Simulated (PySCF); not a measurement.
Ligand exchange on a metal centre used in film growth or etching (Zn OH-NH2). All species are isolated molecules in the gas phase. One relaxed conformer stands for each flexible species; it need not be the lowest.

Level of theory: B3LYP-D3(BJ)/def2-TZVP // PBE-D3(BJ)/def2-SVP (PySCF 2.14.0). B3LYP has the VWN-RPA correlation part, as in Gaussian. 

| species | charge on the central atom (meta-Löwdin) (e) | HOMO (eV) | LUMO (eV) | mean distance from the central atom to its bonded neighbours (Å) |
|---|---|---|---|---|
| 0 of 2 OH replaced by NH2 | 1.28 | -8.17 | -1.53 | 1.780 |
| 1 of 2 OH replaced by NH2 | 1.19 | -7.02 | -1.17 | 1.807 |
| 2 of 2 OH replaced by NH2 ([Zn(NH2)2]) | 1.12 | -6.63 | -0.76 | 1.830 |
